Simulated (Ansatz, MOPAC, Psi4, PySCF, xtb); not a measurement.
Pair of molecules: AsH3 (SMILES [AsH3]) (first 4 atoms) with HBr (SMILES Br); geometry from B3LYP-D3(BJ)/def2-TZVP, rigid monomers moved along the line of their centres of mass till As1···H6 is 2.33 Å.
(charge 0, multiplicity 1):
```xyz
6

As    -0.2459    -0.1997     0.1439
H     -0.9311     0.7332    -0.8422
H     -0.4163    -1.4192    -0.7482
H      1.1450     0.1094    -0.3869
Br    -1.0617    -0.2376     3.8268
H     -0.7507    -0.2228     2.4215
```

| level | interaction energy (meV) | minus CCSD(T)/CBS(aug-cc-pVDZ, aug-cc-pVTZ) | cost |
|---|---|---|---|
| GFN-FF | -59.1 | -2.9 | - |
| AM1 | -71.0 | -14.8 | - |
| PM3 | -185.6 | -129.4 | - |
| PM6 | 57.7 | 113.9 | - |
| PM7 | 21.5 | 77.7 | - |
| GFN1-xTB | -79.3 | -23.1 | - |
| GFN2-xTB | -20.9 | 35.3 | - |
| HF/STO-3G (no counterpoise) | -94.0 | -37.8 | - |
| HF/3-21G (no counterpoise) | 34.0 | 90.2 | - |
| HF/6-31G* | 116.9 | 173.1 | - |
| HF/6-31G* (no counterpoise) | 103.0 | 159.2 | - |
| HF/aug-cc-pVDZ | 105.4 | 161.6 | - |
| HF/aug-cc-pVTZ | 110.7 | 166.9 | - |
| PBE-D3(BJ)/def2-TZVPPD | -153.4 | -97.1 | ×1 |
| PBE-D4/def2-TZVPPD | -151.8 | -95.6 | ×1 |
| BP86/6-31G* (no counterpoise) | -90.1 | -33.9 | - |
| r2SCAN/def2-TZVPPD | -93.6 | -37.3 | ×1 |
| r2SCAN-D3(BJ)/def2-TZVPPD | -108.1 | -51.9 | ×1 |
| r2SCAN-D4/def2-TZVPPD | -104.5 | -48.3 | ×1 |
| B3LYP/3-21G (no counterpoise) | -130.1 | -73.9 | - |
| B3LYP/6-31G* | -32.7 | 23.5 | - |
| B3LYP/6-31G* (no counterpoise) | -51.0 | 5.2 | - |
| B3LYP/LANL2DZ (no counterpoise) | -81.3 | -25.0 | - |
| B3LYP/def2-TZVPPD | -31.0 | 25.2 | ×2 |
| B3LYP-D3(BJ)/def2-TZVPPD | -111.2 | -55.0 | ×2 |
| PBE0/def2-TZVPPD | -92.5 | -36.3 | ×2 |
| PBE0-D3(BJ)/def2-TZVPPD | -134.4 | -78.2 | ×2 |
| PBE0-D4/def2-TZVPPD | -129.2 | -73.0 | ×2 |
| wB97X-V/def2-TZVPPD | -63.8 | -7.6 | ×3 |
| wB97M-V/def2-TZVPPD | -52.8 | 3.5 | ×3 |
| MP2/6-31G* (no counterpoise) | -42.5 | 13.7 | - |
| MP2/aug-cc-pVDZ | -37.3 | 18.9 | - |
| MP2/aug-cc-pVTZ | -72.7 | -16.5 | - |
| MP2/CBS(aug-cc-pVDZ, aug-cc-pVTZ) | -89.9 | -33.7 | - |
| SCS-MP2/aug-cc-pVDZ | 13.1 | 69.4 | - |
| SCS-MP2/aug-cc-pVTZ | -18.5 | 37.7 | - |
| CCSD/aug-cc-pVTZ | -9.3 | 46.9 | - |
| CCSD(T)/aug-cc-pVDZ | 3.3 | 59.5 | ×3 |
| CCSD(T)/CBS(aug-cc-pVDZ, aug-cc-pVTZ) | -56.2 | 0.0 | ×50 |
| SAPT0/aug-cc-pVDZ | -89.3 | -33.1 | - |

 The comparison column counts from a level with limits of its own.

The rows run from -185.6 (PM3) to 116.9 meV (HF/6-31G*). In aug-cc-pVDZ the value moves HF 105.4, MP2 -37.3, CCSD(T) 3.3, a shift of -102.1 from HF to CCSD(T). From aug-cc-pVDZ to aug-cc-pVTZ MP2 changes by -35.4. The dispersion term adds -14.5 in r2SCAN-D3(BJ), -10.9 in r2SCAN-D4, -80.2 in B3LYP-D3(BJ). The 5 functionals in def2-TZVPPD without D3 or D4 span 62.6, from r2SCAN to B3LYP.

Interaction energies are E(AB) − E(A) − E(B) at the monomers' geometry in the complex; basis-set methods are counterpoise corrected. Rows marked so take none.

Correlated levels freeze the cores. Filled d and f shells under p-block atoms count as core. CBS(a, b) extrapolates the correlation energy as X⁻³ and adds the Hartree–Fock energy of set b. Rows in 3-21G, 6-31G*, LANL2DZ, STO-3G carry no dispersion term and start afresh at each structure (6-31G* with six Cartesian d functions); the Pople sets are all-electron and without relativity. MP2/6-31G* freezes PySCF's default core, which leaves 3d correlated. LANL2DZ brings its own core potentials from Na on. The state that AM1, PM3, PM6, PM7 reach isn't checked; PM7 holds dispersion and hydrogen-bond terms.

The values were computed with Ansatz (a quantum-chemistry and plane-wave program) with Gaussian orbitals; MOPAC for AM1, PM3, PM6, PM7 (differences of heats of formation); Psi4 for SAPT; PySCF for 3-21G rows, 6-31G* rows, LANL2DZ rows, STO-3G rows, the dispersion terms; xtb for the GFN methods. 

Costs are rough ratios of core time to PBE/def2-TZVPPD (about 7 s over the structures, on one shared machine); a dash marks a level with no comparable run of its own.
